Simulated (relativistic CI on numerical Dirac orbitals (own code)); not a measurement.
**Hyperfine structure of Er XXXV, mass number 167**

Computed by Dirac-Coulomb-Breit CI, separate exchange-only KLI orbitals for each configuration, model QED (radiative potential, 1s self-energy scaled to tabulated hydrogen-like ionisation energies), unscaled Slater integrals (own radial code, finite nucleus).

Configuration list (outside the closed core [Ar] 3d10): 4s²4p⁴, 4s4p⁵, 4s²4p³4d, 4p⁶, 4s4p⁴4d, 4s²4p³4f, 4s4p⁴4f, 4p⁵4d, 4s4p³4d², 4s²4p²4d4f, 4p⁵4f, 4p⁴4d², 4p³4d³, 4p³4d²4f. Double excitations out of closed p, d and f shells are left out; levels of such configurations are missing from the list, as are those of other unlisted configurations, and high levels can miss mixing partners.

Nuclear spin I = 7/2, μ = -0.5623 μN, Q = 3.57 b (tables of Stone and Pyykkö). The electronic factors are computed for point nuclear moments, without core polarisation or the Bohr-Weisskopf and QED corrections.

| Level | E (cm⁻¹) | A (MHz) | B (MHz) |
| --- | --- | --- | --- |
| 4s²4p⁴ ³P2 | 0 | -6468 | 44800 |
| 4s²4p⁴ ³P1 | 463448 | 4600 | -143000 |
| 4s²4p⁴ ¹D2 | 497445 | -17880 | -331000 |
| 4s4p⁵ ³P°2 | 1095458 | -26630 | -239000 |

Levels with J = 0, under 50 % of one LS term, or S terms without an open s electron are left out. Small factors come from cancelling terms and can be off by tens of per cent or more.

At this charge energies of transitions that change n are usually good to better than 1 %, and those within a shell (Δn = 0) to a few per cent.

Question: Give the hyperfine levels of 4s²4p⁴ ³P2 relative to its centre of gravity.

Answer: With K = F(F + 1) − I(I + 1) − J(J + 1), E = AK/2 + B[¾K(K + 1) − I(I + 1)J(J + 1)]/[2I(2I − 1)J(2J − 1)]: F = 3/2: 82210, F = 5/2: 46040, F = 7/2: 6607, F = 9/2: -24900, F = 11/2: -34080 MHz.

LS names give the leading component of a level, which can be under half, so a name can repeat, a term be missing and a line seem to break the LS rules.
